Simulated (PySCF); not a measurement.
Mayer bond orders and bond lengths

Compound: C5H7NOSSi.
SMILES with atom numbers: `[SiH3:1][NH:2][c:3]1[cH:4][o:5][cH:6][cH:7][c:8]1=[S:9]` (hydrogens: H10, H11, H12 on Si1; H13 on N2; H14 on C4; H15 on C6; H16 on C7)

Structure used (GFN2-xTB), in Å, numbered top down from 1:
```xyz
16
C5H7NOSSi angstrom
Si     2.7969    0.1806   -0.0059
N      1.2641   -0.3529    0.5990
C      0.0157   -0.0958    0.1347
C     -0.2504    0.6761   -0.9578
O     -1.4956    0.9244   -1.4162
C     -2.5279    0.3932   -0.7647
C     -2.3944   -0.3865    0.3331
C     -1.1041   -0.6837    0.8492
S     -0.8489   -1.6404    2.1808
H      2.8405    1.6454    0.0144
H      3.7534   -0.4209    0.9131
H      2.9663   -0.2903   -1.3835
H      1.2000   -0.9524    1.4233
H      0.5133    1.1535   -1.5488
H     -3.4767    0.6523   -1.2105
H     -3.2598   -0.7939    0.8285
```

Bond orders from the PBE0/pcSseg-1 density (PySCF). One conformer (not necessarily the lowest) at the GFN2-xTB geometry, without solvent, vibrations or thermal averaging.

Where do the orders between heavy atoms depart from those drawn in the SMILES?

The largest departure is 0.500, at C4–O5 (drawn aromatic, 1.000), counting aromatic bonds as 1.5. Drawn single, order above 1.12: N2–C3 (1.186). Drawn double or triple, more than 0.30 short of the drawn order: C8–S9 (1.676). The bonds drawn aromatic range from 1.00 to 1.61.

Give the Mayer order of every bond, beside its length.

```json
{"bond": "Si1–N2", "drawn as": "single", "length (Å)": "1.732", "Mayer order": "0.925"}
{"bond": "N2–C3", "drawn as": "single", "length (Å)": "1.357", "Mayer order": "1.186"}
{"bond": "C3–C4", "drawn as": "aromatic", "length (Å)": "1.364", "Mayer order": "1.512"}
{"bond": "C4–O5", "drawn as": "aromatic", "length (Å)": "1.350", "Mayer order": "1.000"}
{"bond": "O5–C6", "drawn as": "aromatic", "length (Å)": "1.331", "Mayer order": "1.082"}
{"bond": "C6–C7", "drawn as": "aromatic", "length (Å)": "1.353", "Mayer order": "1.610"}
{"bond": "C7–C8", "drawn as": "aromatic", "length (Å)": "1.421", "Mayer order": "1.196"}
{"bond": "C8–S9", "drawn as": "double", "length (Å)": "1.659", "Mayer order": "1.676"}
{"bond": "C8–C3", "drawn as": "aromatic", "length (Å)": "1.453", "Mayer order": "1.007"}
{"bond": "Si1–H10", "drawn as": "single", "length (Å)": "1.466", "Mayer order": "0.921"}
{"bond": "Si1–H11", "drawn as": "single", "length (Å)": "1.456", "Mayer order": "0.960"}
{"bond": "Si1–H12", "drawn as": "single", "length (Å)": "1.466", "Mayer order": "0.921"}
{"bond": "N2–H13", "drawn as": "single", "length (Å)": "1.021", "Mayer order": "0.855"}
{"bond": "C4–H14", "drawn as": "single", "length (Å)": "1.077", "Mayer order": "0.959"}
{"bond": "C6–H15", "drawn as": "single", "length (Å)": "1.080", "Mayer order": "0.964"}
{"bond": "C7–H16", "drawn as": "single", "length (Å)": "1.077", "Mayer order": "0.950"}
```

By pair of heavy elements: C–C: lowest C8–C3 (1.007, 1.453 Å), highest C6–C7 (1.610, 1.353 Å). C–O: lowest C4–O5 (1.000, 1.350 Å), highest O5–C6 (1.082, 1.331 Å).

Sum the orders of all bonds at each heavy atom with more than one neighbour and set the sums beside the valence in the SMILES.

Si1 3.727 (drawn 4), N2 2.966 (drawn 3), C3 3.705 (drawn 4), C4 3.471 (drawn 4), O5 2.082 (drawn 2), C6 3.656 (drawn 4), C7 3.756 (drawn 4), C8 3.879 (drawn 4). Orders between atoms that aren't bonded are not in these sums.

The Mayer order sums products of elements of PS (density times overlap matrix) between the two atoms' basis functions, so it depends on the basis set.

These values come from a run that also computed NMR shieldings. The run took 40 s wall on one thread, Arm Neoverse V1 (aarch64), no GPU, shared host, and the process peaked at 0.91 GiB of memory.
